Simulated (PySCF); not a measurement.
## He (helium, neutral): r2SCAN calculation

Configuration: 1s2, closed-shell 1S. Calculation: PySCF 2.14, in aug-cc-pVTZ with one added diffuse shell each of s, p, d type (5s4p3d, 32 functions); the non-relativistic Hamiltonian (point nucleus).

```
Total energy                                     : -2.9045 hartree
One-electron energy                              : -3.8814 hartree
Hartree (Coulomb) energy                         : 2.0415 hartree
Exchange-correlation energy                      : -1.0646 hartree
Kinetic energy                                   : 2.86942 hartree
⟨S²⟩                                             : 0.0000
⟨L²⟩                                             : 0.000
Sum of ⟨r⟩                                       : 1.873 bohr
Sum of ⟨r²⟩                                      : 2.442 bohr²
Density at the nucleus (Gaussians lack the cusp) : 3.39 bohr⁻³
Langevin diamagnetic susceptibility              : -1.93 ×10⁻⁶ cm³/mol
```

```json
{"shell": "1s", "electrons": "2", "mean orbital energy (eV)": "-16.534", "rms radius, mean of both spins (bohr)": "1.11"}
```
